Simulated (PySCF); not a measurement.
# A run with a changed setting

The sound run of Tl(SH) (singlet) uses PySCF 2.14.0, RKS BP86, Tl def2-SVP with ECP60, S def2-SVP, H def2-SVP; non-relativistic Hamiltonian with scalar-relativistic core potentials where named; density fitting; no spin-orbit coupling, grid (50, 194), threshold 1e-8 and 55 cycles at the relaxed geometry. This run differs:

```python
mol = gto.M(atom='''
Tl     0.09887     0.00000    -0.17844
S     -0.08903     0.00000     2.44454
H      1.27365     0.00000     2.54460''',
    basis={'Tl': 'def2-SVP', 'S': 'def2-SVP', 'H': 'def2-SVP'},
    ecp={'Tl': 'def2-SVP'},
    charge=0, spin=0)
mf = dft.RKS(mol, xc='B88,P86')
mf.grids.atom_grid = (50, 194)
mf = mf.density_fit()  # fitting sets: Tl def2-universal-JKFIT, S def2-universal-JKFIT, H def2-universal-JKFIT
mf.conv_tol = 1e-08; mf.max_cycle = 65
mf.kernel(mf.get_init_guess(key='1e'))
mf.nuc_grad_method().kernel()
```

**Question.** What was changed, and how did it end?

**Answer.** The start was changed to the bare core Hamiltonian. It converged in 12 cycles, 0.000 eV from the sound run, largest force component 0.00 eV/Å. The cycle limit differs too. No harm here: the result survives it.
```
init E= -562.979208817431
cycle= 1 E= -561.715831697193  delta_E= 1.26  |g|= 3.94  |ddm|= 15.4
cycle= 2 E= -512.033186081448  delta_E= 49.7  |g|= 9.15  |ddm|= 12.9
cycle= 3 E= -569.317005334218  delta_E= -57.3  |g|= 2.46  |ddm|= 9.65
cycle= 4 E= -571.113979482862  delta_E= -1.8  |g|= 0.754  |ddm|= 4.36
cycle= 5 E= -571.329460584754  delta_E= -0.215  |g|= 0.449  |ddm|= 2.21
...
cycle= 10 E= -571.421500634586  delta_E= -1.42e-05  |g|= 0.000627  |ddm|= 0.00947
cycle= 11 E= -571.421500795574  delta_E= -1.61e-07  |g|= 0.000129  |ddm|= 0.00146
cycle= 12 E= -571.421500803714  delta_E= -8.14e-09  |g|= 2.17e-05  |ddm|= 0.000292
Extra cycle  E= -571.421500803478  delta_E= 2.36e-10  |g|= 3.07e-05  |ddm|= 9.92e-05
converged SCF energy = -571.421500803478
```

Run from Python with OMP_NUM_THREADS=2; the lines above give its settings.
It took 0.8 s on 2 threads of Arm Neoverse V2, on a shared host.
